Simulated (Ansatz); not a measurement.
Mulliken charges of C₂H₆OSi (`CC1O[SiH2]1`) from PBE/def2-TZVPP in Ansatz (PBE0-D4/def2-TZVP geometry).

| atom | x (Å) | y (Å) | z (Å) | charge (e) |
| --- | --- | --- | --- | --- |
| C1 | -0.767 | 0.610 | -0.977 | -0.214 |
| C2 | -0.337 | -0.463 | -0.024 | 0.020 |
| O3 | 1.001 | -1.022 | -0.310 | -0.342 |
| Si4 | 0.997 | -0.308 | 1.191 | 0.341 |
| H5 | -0.024 | 1.408 | -1.048 | 0.079 |
| H6 | -1.711 | 1.050 | -0.647 | 0.075 |
| H7 | -0.915 | 0.196 | -1.979 | 0.089 |
| H8 | -1.068 | -1.262 | 0.106 | 0.080 |
| H9 | 1.138 | -1.207 | 2.359 | -0.062 |
| H10 | 1.768 | 0.948 | 1.332 | -0.065 |

**Question.** By hand: the dipole of these point charges (1 e Å = 4.8032 D).

**Answer.** Σ q r = (-0.328, 0.224, 0.189) e Å, of length 0.440 e Å = 2.11 D.

**Question.** How does the dipole of the full density compare? (Estimate.)

**Answer.** Ansatz gave: (-0.171, 0.185, 0.216) e Å, 1.59 D; the point charges give 1.33 times that, at 19° from its direction.

Point charges leave out the atoms' own dipoles, such as those of lone pairs, and Mulliken's split depends on the basis, so the two needn't agree.
